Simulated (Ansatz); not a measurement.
Diphenyliodonium iodide (C₁₂H₁₀I₂). Total charge 0; singlet. Geometry PBE-D4/def2-SVP; atoms count from 1.

| atom | x (Å) | y (Å) | z (Å) |
| --- | --- | --- | --- |
| I1 | 0.977 | 2.440 | -0.799 |
| C2 | -3.389 | 2.271 | 2.789 |
| C3 | -2.845 | 1.050 | 3.215 |
| C4 | -1.965 | 0.337 | 2.377 |
| C5 | -1.666 | 0.886 | 1.128 |
| I6 | -0.485 | -0.470 | -0.214 |
| C7 | 1.391 | -1.173 | -1.241 |
| C8 | 1.882 | -2.378 | -0.736 |
| C9 | 2.951 | -2.989 | -1.420 |
| C10 | 3.491 | -2.385 | -2.566 |
| C11 | 2.971 | -1.168 | -3.039 |
| C12 | 1.911 | -0.539 | -2.363 |
| C13 | -2.174 | 2.102 | 0.681 |
| C14 | -3.060 | 2.793 | 1.526 |
| H15 | -4.069 | 2.828 | 3.451 |
| H16 | -3.089 | 0.647 | 4.210 |
| H17 | -1.531 | -0.620 | 2.704 |
| H18 | 1.456 | -2.842 | 0.167 |
| H19 | 3.367 | -3.934 | -1.039 |
| H20 | 4.332 | -2.863 | -3.092 |
| H21 | 3.392 | -0.696 | -3.940 |
| H22 | 1.517 | 0.436 | -2.695 |
| H23 | -1.875 | 2.517 | -0.295 |
| H24 | -3.489 | 3.750 | 1.191 |

In the def2 sets I takes a core potential; there is no spin–orbit coupling. The restricted singlet is unstable towards broken spin symmetry in Hartree–Fock (as tested in another run); at PBE0-D4/def2-TZVP this wasn't settled.

Question: Estimate the Mulliken populations from the PBE0/def2-TZVP orbitals of Ansatz.

Answer: 
| atom | charge (e) |
| --- | --- |
| I1 | -0.44 |
| C2 | -0.12 |
| C3 | -0.10 |
| C4 | -0.22 |
| C5 | 0.15 |
| I6 | 0.18 |
| C7 | 0.14 |
| C8 | -0.22 |
| C9 | -0.10 |
| C10 | -0.12 |
| C11 | -0.12 |
| C12 | -0.16 |
| C13 | -0.16 |
| C14 | -0.11 |
| H15 | 0.13 |
| H16 | 0.13 |
| H17 | 0.14 |
| H18 | 0.14 |
| H19 | 0.13 |
| H20 | 0.13 |
| H21 | 0.13 |
| H22 | 0.17 |
| H23 | 0.17 |
| H24 | 0.13 |
Mulliken values and Mayer orders depend strongly on the basis.

Question: And the Mayer bond orders between bonded heavy atoms (over 0.3)?

Answer: I1–I6 0.39 (3.31 Å); C2–C3 1.44 (1.40 Å); C2–C14 1.42 (1.41 Å); C3–C4 1.39 (1.41 Å); C4–C5 1.40 (1.40 Å); C5–I6 0.77 (2.24 Å); C5–C13 1.38 (1.39 Å); I6–C7 0.76 (2.25 Å); C7–C8 1.40 (1.40 Å); C7–C12 1.39 (1.39 Å); C8–C9 1.39 (1.41 Å); C9–C10 1.44 (1.40 Å); C10–C11 1.42 (1.41 Å); C11–C12 1.42 (1.41 Å); C13–C14 1.42 (1.41 Å).
